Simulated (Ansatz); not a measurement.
Sr₂O₂, relaxed as a singlet with RKS PBE-D4/def2-TZVP in Ansatz, starting from the GFN2-xTB geometry. Force threshold 0.02 eV/Å.

In the def2 sets Sr takes a core potential; there is no spin–orbit coupling. The structure holds 1 bond(s) between oxygen atoms. The restricted singlet is unstable towards broken spin symmetry at other levels; at PBE-D4/def2-TZVP this wasn't settled. Another isomer (singlet) lies 2.84 eV lower at PBE0-D4/def2-TZVP; other spin states weren't run for this one.

Start:

```csv
atom,x (Å),y (Å),z (Å)
Sr1,-1.586,1.074,0.577
Sr2,1.583,-1.075,-0.576
O3,-0.080,-0.453,0.619
O4,0.083,0.455,-0.620
```

```csv
step,energy (eV),largest force component (eV/Å),SCF passes
1,-5762.7665,2.124,62
2,-5763.2141,0.135,28
3,-5763.2146,0.081,25
4,-5763.2148,0.003,24
5,-5763.2148,0.001,15
6,-5763.2149,0.018,24
7,-5763.2152,0.049,24
8,-5763.2177,0.075,24
9,-5763.2379,0.286,32
10,-5763.2854,0.603,31
11,-5763.3998,0.462,30
12,-5763.4391,0.146,24
13,-5763.4415,0.218,30
14,-5763.4633,0.013,23
```

Force components are those of the run's own axes.

End:

```xyz
4

Sr   -1.786    0.585    0.199
Sr    1.041   -1.338   -0.835
O     0.296   -0.067    0.932
O     0.449    0.819   -0.297
```

By distances, no bond broke or formed. The bond that changes most is Sr2–O3, from 2.14 to 2.30 Å (atoms count from 1).

The force fell under the threshold at step 4, but the optimiser went on and released 0.248 eV more. No frequencies were taken in this run, so the end may be a saddle point.

Hardware: 4 threads of Arm Neoverse V2 on a shared host. Wall time 13 s.
